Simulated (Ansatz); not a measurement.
`C=C(Cl)[SiH2]C` + H₂S → `C=C(Cl)[SiH2]S` + CH₄  (ligand exchange at the Si–C bond)

Program: Ansatz. Geometries: PBE0-D4/def2-TZVP. ΔE: electronic, gas phase. CBS: MP2 limit from def2 TZ/QZ plus the TZ coupled-cluster correction, frozen cores. This one scheme is used for every species. Functionals use def2-TZVPP. B3LYP here is the variant with VWN-RPA as its local correlation; programs differ in this. Each species was taken in one conformer, which may not be the lowest.

```
             level  ΔE (kJ/mol)
         r2SCAN-D4        -64.7
          B3LYP-D4        -63.2
          PBE-QIDH        -63.9
             B3LYP        -61.1
             BHLYP        -60.8
     HF/def2-TZVPP        -60.5
SCS-MP2/def2-TZVPP        -62.1
      HF/CBS(def2)        -59.9
```

**Question.** What does CCSD(T)/CBS give? (Best estimate.)

**Answer.** Ansatz gave: -61.8 kJ/mol. The listed levels differ from it by -2.9, -1.4, -2.1, 0.7, 1.0, 1.3, -0.3, 1.9 kJ/mol.

Largest T1 diagnostic among the species: 0.011.

Leaving LDA and LC-ωPBE aside and taking each functional with its dispersion term where it has one, the values, not all of them listed here, spread over 5.5 kJ/mol, from revPBE-D4 to CAM-B3LYP-D4. LDA lies +3.8 kJ/mol from PBE without D4. At CCSD(T), def2-SVP lies +5.1 kJ/mol from the extrapolated value and def2-TZVPP +2.6 kJ/mol.

CCSD(T)/CBS has its own doubt, a few kJ/mol and more with outer-core shells, so smaller differences from it don't rank the levels.
